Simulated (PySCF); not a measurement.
Computed Raman spectrum (relative Raman activity) of a molecule C6H6. The structure is a stationary point at PBE0-D3(BJ)/def2-SVP. Other conformers were not sampled. Level of theory: PBE0-D3(BJ)/def2-SVP run with PySCF. No scaling factor is applied to the harmonic values.

| ν (cm⁻¹) | relative intensity |
|---|---|
| 682 | 4.8 |
| 786 | 2.2 |
| 800 | 2.2 |
| 922 | 2.4 |
| 970 | 2.0 |
| 1029 | 3.6 |
| 1087 | 14 |
| 1091 | 3.1 |
| 1439 | 15 |
| 1574 | 25 |
| 1740 | 53 |
| 3168 | 45 |
| 3233 | 40 |
| 3243 | 31 |
| 3266 | 100 |
| 3273 | 35 |

Q: Which molecule gave these data?
A. C#CC(=C)C=C
B. C=C1C=CC=C1
C. C#C[C@H]1C=CC1
D. C#CC(C)C#C

A: B, C=C1C=CC=C1
